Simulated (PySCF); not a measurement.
A GIAO shielding run with PySCF 2.14.0 with density-fitted response routines (density fitting, non-relativistic, gas phase) on `C#CC(=O)O[SiH2]C=O`, C$_{4}$H$_{4}$O$_{3}$Si:

```
$ OMP_NUM_THREADS=1 python probes_run.py task.json out

{"job": {"kind": "nmr", "xc": "PBE0", "basis": "pcSseg-1"}, "charge": 0, "multiplicity": 1}
C      3.460399     0.072798     0.627391
C      2.373669    -0.368614     0.373323
C      1.075256    -0.907011     0.062180
O      0.862549    -2.052844    -0.224965
O      0.118704     0.019529     0.127165
Si    -1.467752    -0.341688    -0.198583
C     -2.248779     1.383334     0.099417
O     -3.421190     1.603844    -0.054258
H      4.412790     0.457120     0.851038
H     -1.972158    -1.316294     0.760002
H     -1.611655    -0.758687    -1.587045
H     -1.580633     2.207826     0.432466
```

Hardware: 1 thread of an Intel Xeon, shared host. The job also computes population analyses, field gradients.

(1) How large is the calculation?

(2) How long does it take, and how much memory does it need?

## Answers

(1) 66 electrons, 163 basis functions and 868 auxiliary functions.

(2) 87 s of wall time, with 15 SCF cycles and 6 response iterations; peak memory 0.81 GiB. Times on a shared host scatter by some tens of per cent.
